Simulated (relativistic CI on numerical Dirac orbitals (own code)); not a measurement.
Method of calculation: Dirac-Coulomb-Breit CI, orbitals from a KLI potential per configuration, model QED (radiative potential, 1s self-energy scaled to tabulated hydrogen-like ionisation energies), unscaled Slater integrals (own radial code, finite nucleus).

The strongest absorption lines from the ground level of an ion, among the configurations computed and to levels below about 1620 eV (vacuum wavelength in nm, gf): 0.83580 (0.61), 0.84883 (0.54), 0.85142 (0.98), 0.85225 (1.8), 0.85331 (1.5), 0.85706 (0.84), 0.86059 (0.39), 0.87165 (0.95).

(1) Which ion is it?
A. Ga26+
B. Br28+
C. As26+
D. Ga24+

Answers

(1) D. Ga24+ has 7 electrons and the ground level 2s²2p³ ⁴S°3/2; the strongest line goes to 2s²2p²3d ⁴P3/2. The pattern of lines fixes the number of electrons, and along that sequence the line energies rise steadily with the charge (about as its square where n changes within one kind of shell, about linearly where n is kept but much faster in heavy ions where fine structure, which grows about as Z⁴, sets the gap, and irregularly where shells cross), which fixes Z. Configurations outside the model, such as inner-shell arrays, can give stronger lines. At this charge energies of transitions that change n are usually good to better than 1 %, and those within a shell (Δn = 0) to a few per cent.

LS names give the leading component of a level, which can be under half, so a name can repeat, a term be missing and a line seem to break the LS rules.
